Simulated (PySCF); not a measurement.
Numbering as in the mapped SMILES `[CH2:1]1[CH2:2][CH2:3][C@H:4]2[CH2:5][C@H:6]2[CH2:7]1`. Each H is labelled by its parent atom. Ha(C5) is cis to C3 on the ring; Ha(C1), Ha(C2), Ha(C3), Ha(C7) are cis to C5 on the ring; Hb(C5) is trans to C3 on the ring; Hb(C1), Hb(C2), Hb(C3), Hb(C7) are trans to C5 on the ring.

GIAO PBE0/pcSseg-1 shifts (PySCF 2.14.0 with density-fitted response routines, gas phase, non-relativistic, equivalent atoms averaged), each against references optimised in the same way as the molecule (TMS).

On the GFN2-xTB geometry: C3/C7 28.2, C1/C2 25.1, C4/C6 12.9, C5 12.8, Hb(C3)/Hb(C7) 1.95, Ha(C3)/Ha(C7) 1.68, Hb(C1)/Hb(C2) 1.23, Ha(C1)/Ha(C2) 1.08, H(C4)/H(C6) 0.90, Hb(C5) 0.61, Ha(C5) -0.18 ppm.

Q: What changes on the PBE0-D3(BJ)/def2-SVP geometry?

A: 
| atoms | δ (ppm) | change |
| --- | --- | --- |
| C3/C7 | 26.4 | -1.8 |
| C1/C2 | 23.5 | -1.6 |
| C4/C6 | 11.2 | -1.7 |
| C5 | 13.0 | +0.2 |
| Hb(C3)/Hb(C7) | 1.75 | -0.20 |
| Ha(C3)/Ha(C7) | 1.53 | -0.15 |
| Hb(C1)/Hb(C2) | 1.10 | -0.13 |
| Ha(C1)/Ha(C2) | 0.98 | -0.10 |
| H(C4)/H(C6) | 0.69 | -0.21 |
| Hb(C5) | 0.59 | -0.02 |
| Ha(C5) | -0.10 | +0.08 |

Bonds between heavy atoms that differ most (equivalent bonds averaged): C6–C4 1.503 → 1.511 Å, C3–C4 1.515 → 1.518 Å. Mean change of bonds to hydrogen: C–H +0.011 Å.
